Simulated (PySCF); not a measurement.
**Stretching CdN**

Set-up: PySCF, scalar-relativistic core potentials, basis sets Cd cc-pVDZ-PP with ECP28, N cc-pVDZ. Energies in eV from Cd + N in their ground configurations at the same level. State: ⁴Σ⁻ (quartet), unpaired electrons σ ↑, π ↑↑.

All columns are PBE0. A positive dipole means Cd(−)N(+).

```csv
R (Å),E (eV),μ (D),Mulliken charge on Cd (basis-dependent),HOMO (eV),LUMO (eV),Mayer bond order,⟨S²⟩
2.111,0.016,-0.85,0.22,-5.84,-2.54,0.84,3.77
2.209,-0.071,-0.81,0.19,-5.93,-2.57,0.76,3.77
2.308,-0.109,-0.74,0.15,-6.02,-2.58,0.68,3.77
2.381,-0.119,-0.68,0.13,-6.07,-2.58,0.61,3.77
2.455,-0.121,-0.61,0.11,-6.12,-2.57,0.54,3.77
2.529,-0.117,-0.53,0.09,-6.17,-2.55,0.48,3.77
2.627,-0.108,-0.44,0.07,-6.22,-2.52,0.40,3.77
2.750,-0.095,-0.33,0.05,-6.27,-2.48,0.32,3.76
2.897,-0.081,-0.22,0.03,-6.32,-2.42,0.24,3.76
3.093,-0.066,-0.12,0.01,-6.37,-2.34,0.16,3.76
```

A fit through these points gives, at Re = 2.430 Å, μ = -0.63 D and dμ/dR = 0.970 D/Å; the reduced mass is 12.47 u.

Problem. How strong is the fundamental in the double-harmonic approximation, I = 42.26·(dμ/dR)²/μred km/mol?

Solution. I = 42.26·(0.970)²/12.47 = 3.19 km/mol at PBE0.

The bond is weak. Basis-set superposition, not corrected here, can be much of De in a small basis, most of all at correlated wavefunction levels. Functionals without a dispersion term scatter widely for such bonds, and LDA overbinds them. Spin–orbit coupling is left out. The state is the lowest determinant that a PBE0 search found; another state may lie lower at other levels.
